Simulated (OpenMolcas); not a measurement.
**Be⁺: effect of the IPEA shift**

```
Program             : OpenMolcas 26.06
Basis               : ANO-RCC-VTZP [4s3p2d1f]
Scalar Hamiltonian  : DKH2, point nucleus
Active space        : 1 electron in 4 orbitals (2s 2p)
State averaging     : 2S+1 = 2 even, 1 root; 2S+1 = 2 odd, 3 roots
Spin-orbit coupling : state interaction with AMFI integrals over the reference wave functions, term energies averaged over their components
```

Methods on the same reference wave functions:
A. CASSCF
B. SS-CASPT2, IPEA 0 Eh, imaginary shift 0.1 Eh (closed shells correlated: 1s)
C. SS-CASPT2, IPEA 0.25 Eh, imaginary shift 0.1 Eh (closed shells correlated: 1s)

Energies in cm-1 above 2s 2S 1/2, the measured ground level; measured values from NIST Handbook of Basic Atomic Spectroscopic Data.

```tsv
Level	A	B	C	Measured
2s 2S 1/2	0.0	0.0	0.0	0.0
2p 2P* 1/2	32864	32762	32760	31929
2p 2P* 3/2	32869	32767	32765	31935
```

Deviations, from unrounded energies. A percentage is the sum of absolute deviations over the sum of measured energies, with the sign that they share, or ± where signs differ.

```
           Against measurement  Levels     A     B     C
mean absolute deviation (cm-1)       2   930   830   830
      other configurations (%)       2  +2.9  +2.6  +2.6
```

B, C lie about equally close to measurement and A furthest from it. The largest miss of C in the table is 2p 2P* 1/2, by +830 cm-1. The ranking rests on the paired levels alone, and a cruder setting can come out closer through cancelling errors.

Between B and C no level of the table moves by more than 5 cm-1.

The lowest spin-free term lies below A's lowest term by 0.035 hartree in B, 0.035 hartree in C.

ANO sets are built for ground and valence states and can reach diffuse excited orbitals poorly. With one active electron the reference holds no correlation, so core polarisation is missing (holds for A). With one active electron, CASPT2 adds the correlation within the correlated inactive shells and between them and that electron, and leaves the splitting within a term as the reference gives it (holds for B; C). Computed and measured levels are paired by configuration, term and J; levels that our copy of the source lacks, or whose pairing is in doubt (as where it misses far off the trend of its configuration), stay unpaired and out of the deviations. Levels of configurations outside the active space are missing.

* marks odd parity.
